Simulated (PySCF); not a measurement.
Species: C7H9Cl3.
InChI=1S/C7H9Cl3/c8-7(9,10)6-3-4-1-2-5(4)6/h4-6H,1-3H2/t4-,5-,6-/m1/s1

Computed with PBE0-D3(BJ)/def2-SVP geometry optimisation, gas phase in PySCF 2.14.0.

Masses are those of the commonest isotopes; rigid-rotor values at the optimised geometry. 

**Question.** What are A, B and C (MHz)?

**Answer.** Ia = 377.53, Ib = 836.33, Ic = 894.74 u·Å²; 505379 MHz·u·Å²/I gives A = 1339, B = 604.3, C = 564.8 MHz.

**Question.** Classify the top.

**Answer.** An asymmetric top; Ray's κ = -0.898.

**Question.** What does the inertial defect say?

**Answer.** Not planar: Δ = Ic − Ia − Ib = -319.12 u·Å². For a rigid frame Δ = −2 Σ m c², so Σ m c² = 159.56 u·Å² lies off the ab plane: 11.72 from hydrogen and 147.84 from heavier atoms. The atom farthest from that plane is 1.62 Å away.

**Question.** Give the other two planar moments, Paa and Pbb, and the rms extents of the mass along the axes.

**Answer.** Paa = Σ m a² = (Ib + Ic − Ia)/2 = 676.77 and Pbb = Σ m b² = (Ia + Ic − Ib)/2 = 217.97 u·Å². With the mass M = 197.98 u, the rms extents √(P/M) along a, b and c are 1.85, 1.05, 0.90 Å.

**Question.** Where do the levels up to J = 4 lie, in MHz?

**Answer.** Above 0(0,0):
J = 1: 1(0,1) 1169, 1(1,1) 1903, 1(1,0) 1943
J = 2: 2(0,2) 3506, 2(1,2) 4202, 2(1,1) 4321, 2(2,1) 6524, 2(2,0) 6525
J = 3: 3(0,3) 7007, 3(1,3) 7650, 3(1,2) 7886, 3(2,2) 10031, 3(2,1) 10039, 3(3,1) 13803, 3(3,0) 13803
J = 4: 4(0,4) 11668, 4(1,4) 12244, 4(1,3) 12638, 4(2,3) 14706, 4(2,2) 14729, 4(3,2) 18482, 4(3,1) 18482, 4(4,1) 23758, 4(4,0) 23758

**Question.** Predict some low-J microwave lines.

**Answer.** The dipole components are |μa| = 1.98 D, |μb| = 0.09 D, |μc| = 0.37 D. Intensities carry the squares of the components, which stand as 1.00 : 0.00 : 0.04 (a : b : c). Some lines, for components of 0.1 D or more:

| type | branch | J(Ka,Kc) | MHz | lower level (cm⁻¹) |
| --- | --- | --- | --- | --- |
| c | Q | 4(1,4) ← 4(0,4) | 576 | 0.389 |
| c | Q | 3(1,3) ← 3(0,3) | 643 | 0.234 |
| c | Q | 2(1,2) ← 2(0,2) | 696 | 0.117 |
| a | R | 2(1,1) ← 1(1,0) | 2378 | 0.065 |
| a | R | 3(1,3) ← 2(1,2) | 3447 | 0.140 |
| a | R | 3(2,2) ← 2(2,1) | 3507 | 0.218 |
| c | Q | 3(3,1) ← 3(2,1) | 3764 | 0.335 |
| a | R | 4(1,4) ← 3(1,3) | 4595 | 0.255 |
| a | R | 4(0,4) ← 3(0,3) | 4661 | 0.234 |
| a | R | 4(3,2) ← 3(3,1) | 4679 | 0.460 |
| c | R | 4(2,3) ← 3(1,3) | 7057 | 0.255 |

**Question.** Estimate the classical rotational partition function at 25 K, 50 K and 298.15 K.

**Answer.** Point group C1, symmetry number σ = 1; q = (√π/σ)·√((kT/h)³/(ABC)), k/h = 20836.6 MHz/K: 31200 at 25 K, 88200 at 50 K, 1280000 at 298.15 K.

No frequency check. Zero-point vibration and centrifugal distortion are left out. Quadrupole hyperfine structure (35Cl) is left out.

Conformer computed: `[Cl:1][C:2]([Cl:3])([Cl:4])[C@@H:5]1[CH2:6][C@H:7]2[CH2:8][CH2:9][C@@H:10]12`: Cl1–C2–C5–C6 -67°.
